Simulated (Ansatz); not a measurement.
`[OH][In]([Cl])[Cl]` + H₂O → `[OH][In]([OH])[Cl]` + HCl  (formal hydrolysis of the In–Cl bond)

Program: Ansatz. Geometries: PBE0-D4/def2-TZVP. ΔE: electronic, gas phase. CCSD(T)/CBS is the MP2 limit (def2-TZVPP, def2-QZVPP) plus CCSD(T) − MP2 in def2-TZVPP, frozen cores. This one scheme is used for every species. Functionals use def2-TZVPP. Elements past krypton have def2 core potentials. For In outer-core shells are correlated without core-valence functions, which leaves a few kJ/mol of doubt a bond. Each species was taken in one conformer, which may not be the lowest.

Task: Is it downhill or uphill in electronic energy at CCSD(T)/CBS, and by how much? (Best estimate.)

Result: Computed: Uphill: ΔE = +85.8 kJ/mol.

Task: What do these levels give: r2SCAN-D4, ωB97X-V, B2PLYP, PBE, r2SCAN, HF/def2-TZVPP, SCS-MP2/def2-TZVPP, CCSD/def2-TZVPP, CCSD(T)/def2-TZVPP, SCS-MP2/def2-QZVPP, HF/CBS(def2), MP2/CBS(def2)? (Best estimate.)

Result: Ansatz gave: r2SCAN-D4 86.2, ωB97X-V 85.3, B2PLYP 83.5, PBE 81.6, r2SCAN 86.0, HF/def2-TZVPP 101.8, SCS-MP2/def2-TZVPP 82.7, CCSD/def2-TZVPP 85.4, CCSD(T)/def2-TZVPP 83.2, SCS-MP2/def2-QZVPP 84.2, HF/CBS(def2) 101.4, MP2/CBS(def2) 87.4 kJ/mol.

Largest T1 diagnostic among the species: 0.016.

In def2-TZVPP, CCSD(T) changes the Hartree–Fock value by −18.6 kJ/mol (the triples alone add −2.2 kJ/mol) and MP2 by −17.1 kJ/mol. From PBE to PBE0 (25 % exact exchange), in def2-TZVPP and without D4, ΔE moves by +8.8 kJ/mol.
